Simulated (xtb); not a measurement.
I₄Si, triplet, at the geometry of the source list (a higher spin typed on purpose: for a closed-shell molecule this is an excited state); xtb 6.7.1 with GFN2-xTB.

xtb was given this input:
```
$ xtb mol.xyz --gfn 2 --uhf 2 --hess --json

# file mol.xyz
5

I      2.20510000    -1.03010000     0.43950000
Si    -0.00000000     0.00000000    -0.00000000
I     -1.45120000    -1.62600000    -1.16910000
I     -1.04890000     0.64860000     2.14380000
I      0.29500000     2.00750000    -1.41410000
```

It wrote (shortened):

```
   ID    Z sym.   atoms
    1   53 I      1, 3-5
    2   14 Si     2

           -------------------------------------------------
          |                Calculation Setup                |
           -------------------------------------------------

           -------------------------------------------------
          |                 G F N 2 - x T B                 |
           -------------------------------------------------

          ...................................................
          :                      SETUP                      :
          :.................................................:
          :  # basis functions                  50          :
          :  # atomic orbitals                  45          :
          :  # shells                           15          :
          :  # electrons                        32          :
          :  max. iterations                   250          :
          :  Hamiltonian                  GFN2-xTB          :
          :  restarted?                      false          :
          :  GBSA solvation                  false          :
          :  PC potential                    false          :
          :  electronic temp.          300.0000000     K    :
          :  accuracy                    1.0000000          :
          :  -> integral cutoff          0.2500000E+02      :
          :  -> integral neglect         0.1000000E-07      :
          :  -> SCF convergence          0.1000000E-05 Eh   :
          :  -> wf. convergence          0.1000000E-03 e    :
          :  Broyden damping             0.4000000          :
          :  net charge                          0          :
          :  unpaired electrons                  2          :
          ...................................................

 iter      E             dE          RMSdq      gap      omega  full diag
   1    -16.7616015 -0.167616E+02  0.798E+00    2.22       0.0  T
   2    -16.5216014  0.240000E+00  0.107E+01    0.04       1.0  T
   3    -16.9869753 -0.465374E+00  0.390E+00    1.27       1.0  T
   4    -16.9609657  0.260096E-01  0.334E+00    0.52       1.0  T
   5    -16.9749891 -0.140233E-01  0.279E+00    0.72       1.0  T
   6    -16.9797457 -0.475667E-02  0.276E+00    0.77       1.0  T
   7    -16.9911088 -0.113630E-01  0.169E+00    1.00       1.0  T
   8    -16.9809902  0.101185E-01  0.283E+00    1.02       1.0  T
   9    -16.9952954 -0.143052E-01  0.770E-01    1.04       1.0  T
[...]
         :: total energy             -16.964135327175 Eh    ::
[...]
       4    192.15    -0.65802 ( 99.54%)    -0.65773 (  0.46%)    -0.65802
   ------------------------------------------------------------------------

   temp. (K)  partition function   enthalpy   heat capacity  entropy
                                   cal/mol     cal/K/mol   cal/K/mol   J/K/mol
 298.15  VIB   7.75                 1449.027      7.400      8.930
         ROT  0.600E+06              888.752      2.981     29.419
         INT  0.465E+07             2337.779     10.381     38.349
         TR   0.120E+29             1481.254      4.968     44.701
         TOT                        3819.0334    15.3492    83.0499   347.4808

       T/K    H(0)-H(T)+PV         H(T)/Eh          T*S/Eh         G(T)/Eh
   ------------------------------------------------------------------------
    298.15    0.608602E-02    0.781358E-02    0.394597E-01   -0.316461E-01
   ------------------------------------------------------------------------

         :::::::::::::::::::::::::::::::::::::::::::::::::::::
         ::                  THERMODYNAMIC                  ::
         :::::::::::::::::::::::::::::::::::::::::::::::::::::
         :: total free energy         -16.995781430539 Eh   ::
         ::.................................................::
         :: total energy              -16.964135328815 Eh   ::
         :: zero point energy           0.001727567489 Eh   ::
         :: G(RRHO) w/o ZPVE           -0.033373669213 Eh   ::
         :: G(RRHO) contrib.           -0.031646101723 Eh   ::
         :::::::::::::::::::::::::::::::::::::::::::::::::::::
imag cut-off (cm-1) :    5.00
 found            5  significant imaginary frequencies
 writing imag mode distorted coords to xtbhess.xyz
 for further optimization.

           -------------------------------------------------
          | TOTAL ENERGY              -16.964135328815 Eh   |
          | TOTAL ENTHALPY            -16.956321744222 Eh   |
          | TOTAL FREE ENERGY         -16.995781430539 Eh   |
          | GRADIENT NORM               0.086321409514 Eh/α |
          | HOMO-LUMO GAP               0.982126335042 eV   |
           -------------------------------------------------
########################################################################
[WARNING] Runtime exception occurred
-1- hessian_numhess: Hessian on incompletely optimized geometry!
########################################################################

normal termination of xtb
```
